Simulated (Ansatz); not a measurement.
`O[SiH](I)CF` + `[Br][AlH][Br]` → `FC[SiH2]I` + `[OH][Al]([Br])[Br]`  (redistribution)

Calculated with Ansatz (gas phase, PBE0-D4/def2-TZVP geometries, no zero-point term in ΔE). CCSD(T)/CBS adds triple-zeta CCSD(T) − MP2 to the extrapolated MP2 energy (def2 sets, frozen cores). DFT in def2-TZVPP. def2 core potentials past Kr. For Br, I outer-core shells are correlated without core-valence functions, which leaves a few kJ/mol of doubt a bond. Scalar relativity is left out up to krypton. One conformer a species, not always the lowest.

```
             species  r2SCAN-D4 energy (Eh)
       `O[SiH](I)CF`             -802.96248
     `[Br][AlH][Br]`            -5391.42570
         `FC[SiH2]I`             -727.67660
`[OH][Al]([Br])[Br]`            -5466.72338
```

Work out ΔE.

ΔE = (-727.67660) + (-5466.72338) − (-802.96248) − (-5391.42570) = -0.01180 Eh = -7.4 kcal/mol. CCSD(T)/CBS gives -7.5 kcal/mol.

Largest T1 diagnostic among the species: 0.010.

In def2-TZVPP, CCSD(T) changes the Hartree–Fock value by −1.0 kcal/mol (the triples alone add +0.1 kcal/mol) and MP2 by −1.2 kcal/mol.
